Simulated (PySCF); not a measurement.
In(Me)2 (C2H6In), SMILES [In+]([CH3])[CH3], charge +1.

Coordinates come from a PBE0-D3(BJ)/def2-SVP optimisation. A frequency run showed that this geometry is not a minimum. The multiplicity is an assumed one; other spin states were not compared. The isomer is the one that the SMILES or the coordinates give; other isomers of the formula were not compared. The def2 effective core potentials stand for the cores of In; spin–orbit coupling is left out.

These are C-PCM-B3LYP/def2-SVP (PySCF) values and carry that method's errors.

The values are the electrostatic part of the solvation free energy, E(continuum) − E(gas) at the gas-phase geometry, in a cavity of scaled van der Waals radii (PySCF's table); cavitation and dispersion terms are not included. A continuum can't describe solvent molecules that bind to the metal. In vacuum the orbital gap is 6.38 eV.

| solvent | ε | ΔG(elec) (kcal/mol) | gap (eV) |
|---|---|---|---|
| water | 78.36 | -62.9 | 6.80 |
| dichloromethane | 8.93 | ___ | ___ |
| methanol | 32.61 | -61.7 | 6.79 |

Fill in the missing entries. (An estimate is asked for; the answer gives what the named calculation found.)


- dichloromethane, ΔG(elec) (kcal/mol): -56.4
- dichloromethane, gap (eV): 6.75
